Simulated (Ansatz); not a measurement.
Geometry optimisation, Ansatz, RKS B3LYP-D4/6-31G*.

input.yaml

```yaml
crystal:
  periodic: [false, false, false]
  atoms:
    - { symbol: B, position_ang: [0.03959, 0.212745, 0.079716] }
    - { symbol: "N", position_ang: [-0.09337, 0.337161, 1.554084] }
    - { symbol: H, position_ang: [-0.991062, 0.434645, 2.009903] }
    - { symbol: H, position_ang: [0.686071, 0.605892, 2.140374] }
    - { symbol: C, position_ang: [1.466374, 0.382047, -0.57429] }
    - { symbol: H, position_ang: [1.678968, -0.450709, -1.253409] }
    - { symbol: H, position_ang: [1.498109, 1.30001, -1.180021] }
    - { symbol: H, position_ang: [2.287161, 0.438931, 0.151823] }
    - { symbol: C, position_ang: [-1.287988, 0.101135, -0.773029] }
    - { symbol: H, position_ang: [-2.163623, -0.220801, -0.194217] }
    - { symbol: H, position_ang: [-1.531932, 1.086299, -1.198475] }
    - { symbol: H, position_ang: [-1.172864, -0.580976, -1.622819] }
    - { symbol: O, position_ang: [0.360778, -2.372521, 0.342787] }
    - { symbol: C, position_ang: [-0.697535, -3.267457, 0.044243] }
    - { symbol: H, position_ang: [-0.362395, -3.893574, -0.792049] }
    - { symbol: H, position_ang: [-0.937566, -3.930974, 0.891984] }
    - { symbol: H, position_ang: [-1.618081, -2.74337, -0.26416] }
    - { symbol: H, position_ang: [0.131765, -1.871885, 1.162057] }
basis:
  gaussian: { orbitals: "6-31G*" }
hamiltonian:
  xc: b3lyp
  dispersion: d4
relax:
  f_tol: 0.03
  max_steps: 50
```

Command:

```bash
$ ansatz run input.yaml --threads 4 --pin off --max-ram 5120MiB --backend cpu --events-out ev --progress --plain --runs-dir out
```

Where does it end, and by what steps?

The run converged. The force dipped under the threshold on the way, but the program's further checks kept it going. After 10 steps the energy has fallen by 0.159 eV; H15 moved furthest, 0.50 Å.

```csv
step,energy less start (eV),largest force component (eV/Å),accepted
0,0.0000,1.893,yes
1,-0.0823,1.203,yes
2,-0.1132,0.772,yes
3,-0.1391,0.291,yes
4,-0.1488,0.096,yes
5,-0.1494,0.362,yes
6,-0.1563,0.085,yes
7,-0.1576,0.026,yes
8,-0.1583,0.041,yes
9,-0.1589,0.021,yes
10,-0.1591,0.018,yes
```

```xyz
18
Properties=species:S:1:pos:R:3
B 0.009 0.340 0.071
N -0.098 0.105 1.463
H -0.987 0.013 1.938
H 0.682 0.217 2.098
C 1.437 0.581 -0.563
H 1.747 -0.338 -1.081
H 1.424 1.376 -1.319
H 2.220 0.819 0.169
C -1.297 0.284 -0.821
H -2.217 0.061 -0.266
H -1.449 1.238 -1.343
H -1.191 -0.474 -1.608
O 0.519 -2.694 0.348
C -0.717 -3.365 0.183
H -0.533 -4.228 -0.463
H -1.128 -3.737 1.136
H -1.480 -2.735 -0.298
H 0.351 -1.897 0.882
```

Run time: 40 s on 4 threads of Intel(R) Xeon(R) Platinum 8259CL CPU @ 2.50GHz (Skylake/Cascade Lake) (shared host), peak memory 0.34 GiB.
